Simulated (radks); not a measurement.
Question: All-electron atom: Zn2+ in [Ar] 3d10. All-electron calculation, non-relativistic Kohn-Sham, Wu-Cohen GGA, spin-unpolarised, spherical densities, point nucleus. Program: a radial shooting solver on a logarithmic mesh with Libxc functionals. Some entries of the table are withheld. Estimate them.

orbital  occ.  eigenvalue (eV)  r(max) (bohr)
1s          2        -9423.533        0.03372
2s          2        -1152.025         0.1926
2p          6        -1018.231         0.1534
3s          2        -145.4689         0.5973
3p          6        -102.9803            (1)
3d         10              (2)         0.5648

Answer: 
(1) 3p r(max) (bohr): 0.5963
(2) 3d eigenvalue (eV): -31.0956
